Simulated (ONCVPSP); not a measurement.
# PBE ONCV dataset for manganese (Mn), non-relativistic all-electron reference.

```
Element                 : Mn (Z = 25)
Generator               : ONCVPSP 4.0.1
Type                    : optimised norm-conserving Vanderbilt (ONCV)
Functional              : PBE
Relativity              : non-relativistic
Frozen core             : [Ne]
Valence charge          : 15
Reference configuration : 3s2 3p6 3d5 4s1.5 (charge +0.5)
Partial waves           : 3s+4s: rc 1.15 bohr, ncon 4, nbas 8, qcut 8.3 1/bohr, 2 projectors; 3p: rc 0.90 bohr, ncon 4, nbas 8, qcut 11.1 1/bohr, 2 projectors, debl 1.8 Ha; 3d: rc 1.75 bohr, ncon 4, nbas 8, qcut 9.2 1/bohr, 1 projector; f scattering state at 0.04 Ha: rc 1.65 bohr, ncon 3, nbas 8, qcut 6.1 1/bohr, 1 projector
Local potential         : polynomial inside 0.85 bohr (lpopt 5, dvloc0 0 Ha)
Core correction         : Teter function fitted to the true core (icmod 2), fcfact 0.5
```

In the p channel the program set the typed energies aside and used -2.139, 0.250 Ha.

All-electron outer shells of the reference configuration (PBE, non-relativistic, ld1.x):

| shell | level (eV) | outermost node (bohr) | outermost maximum (bohr) |
| --- | --- | --- | --- |
| 2p | -631.95 | – | 0.19 |
| 3s | -88.09 | 0.35 | 0.75 |
| 3p | -58.19 | 0.31 | 0.75 |
| 3d | -10.88 | – | 0.76 |
| 4s | -8.27 | 1.06 | 2.47 |

Question: Does the generator finish with these settings?

Answer: Yes, a potential is produced and its reference levels are reproduced.

Question: Estimate the cutoffs (Ha) at which the residual kinetic energy of the hardest occupied pseudo-wave falls to 1 and 0.1 mHa per electron.

Answer: 48 Ha and 84 Ha.

Question: Does the potential have ghost states?

Answer: No bound ghost flagged; no localised positive-energy state flagged.

Question: Tests: 3s2 3p6 3d5 4s2; 3s2 3p6 3d5 4s1; 3s2 3p6 3d5 4s0; 3s2 3p6 3d5 4s1 4p1. Which has the largest error in its energy relative to the reference configuration, and how large is it?

Answer: 3s2 3p6 3d5 4s0, with +3.0 meV (all-electron minus pseudo) on +20.41 eV.
